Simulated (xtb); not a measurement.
Input for xtb:
```
$ xtb mol.xyz --gfn 2 --uhf 3 --vomega --json

# file mol.xyz
1

Sb     0.00000000     0.00000000     0.00000000
```

### Question
What does this run give for the vertical electron affinity (with the method's empirical shift), vertical ionisation energy (with the method's empirical shift)?

### Answer

| Property | Result |
|---|---|
| vertical electron affinity (with the method's empirical shift) | -1.72 eV |
| vertical ionisation energy (with the method's empirical shift) | 7.73 eV |
